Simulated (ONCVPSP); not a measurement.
## nitrogen (N): variants of one ONCV potential

Base potential:

ONCVPSP 4.0.1 input, shortened (lines: element, Z, core and valence counts, functional; n l f; lmax; l rc ep ncon nbas qcut; lloc lpopt rc5 dvloc0; l nproj debl; icmod fcfact rcfact), LDA (Perdew-Zunger), scalar-relativistic:

```
  N 7.00    1    2        3      upf
    1    0    2.00
    2    0    2.00
    2    1    3.00
    1
    0    0.85    0.00    4    7    9.30
    1    1.45    0.00    5    9    8.40
    4    5    0.75    2.00
    0    1    2.10
    1    2    1.60
    3    4.75    1.70
```

Cutoffs, loose and tight: the cutoffs (Ha) at which the residual kinetic energy of the hardest occupied pseudo-wave falls to 1 and 0.1 mHa per electron. They do not see the model core or the augmentation charge, which bear on the density cutoff. Test errors are all-electron minus pseudo excitation energies from the reference, over the configurations 2s2 2p2; 2s2 2p1; 2s2 2p0; 2s1 2p4. A dash means not determined; rows that change the core or the reference have their own tests.

| change | outcome | cutoff, loose | cutoff, tight | bound ghosts | GHOST(+) flags above zero | largest test error (meV) |
| --- | --- | --- | --- | --- | --- | --- |
| base | generated | 31 Ha | 39 Ha | none | none | +294 |
| all radii but the core radius scaled by about 0.78 (s 0.66, p 1.14 bohr); local potential polynomial inside 0.60 bohr (lpopt 5, dvloc0 2 Ha) | failed: optimize: ERROR ps0norm > uunorm, code will stop | – | – | – | – | – |
| all radii but the core radius scaled by about 0.83 (s 0.70, p 1.20 bohr); local potential polynomial inside 0.62 bohr (lpopt 5, dvloc0 2 Ha) | generated | 169 Ha | 247 Ha | none | none | +136 |
| all radii but the core radius scaled by about 0.91 (s 0.78, p 1.32 bohr); local potential polynomial inside 0.68 bohr (lpopt 5, dvloc0 2 Ha) | generated | 30 Ha | 103 Ha | none | none | +195 |
| all radii but the core radius scaled by about 0.97 (s 0.82, p 1.40 bohr); local potential polynomial inside 0.72 bohr (lpopt 5, dvloc0 2 Ha) | generated | 31 Ha | 39 Ha | none | none | +253 |
| all radii but the core radius scaled by about 1.06 (s 0.90, p 1.54 bohr); local potential polynomial inside 0.80 bohr (lpopt 5, dvloc0 2 Ha) | generated | 32 Ha | 40 Ha | none | none | +373 |
| all radii but the core radius scaled by about 1.13 (s 0.96, p 1.64 bohr); local potential polynomial inside 0.86 bohr (lpopt 5, dvloc0 2 Ha) | generated | 31 Ha | 40 Ha | none | none | +476 |
| all radii but the core radius scaled by about 1.19 (s 1.02, p 1.72 bohr); local potential polynomial inside 0.90 bohr (lpopt 5, dvloc0 2 Ha) | generated | 31 Ha | 38 Ha | none | none | +569 |
| all radii but the core radius scaled by about 1.25 (s 1.06, p 1.82 bohr); local potential polynomial inside 0.94 bohr (lpopt 5, dvloc0 2 Ha) | generated | 30 Ha | 37 Ha | none | none | +688 |
| all radii but the core radius scaled by about 1.31 (s 1.12, p 1.90 bohr); local potential polynomial inside 0.98 bohr (lpopt 5, dvloc0 2 Ha) | generated | 29 Ha | 36 Ha | none | none | +803 |

Reading the sweep of the scale of all radii but the core radius (base = 1) (base included, trends over the rows without a ghost): The loose cutoff falls from 169 Ha at 0.83 to 29 Ha at 1.31. A larger radius leaves more room for a smooth pseudo-wave, so fewer plane waves are needed; a smaller one forces it to follow the all-electron wave where it bends sharply. The median size of the test errors (rows with all tests solved) rises from 21.3 meV at 0.83 to 117.6 meV at 1.31. More of the atom is replaced by a form fitted at one configuration, so other configurations suffer as the radius grows. The generation fails at 0.78.
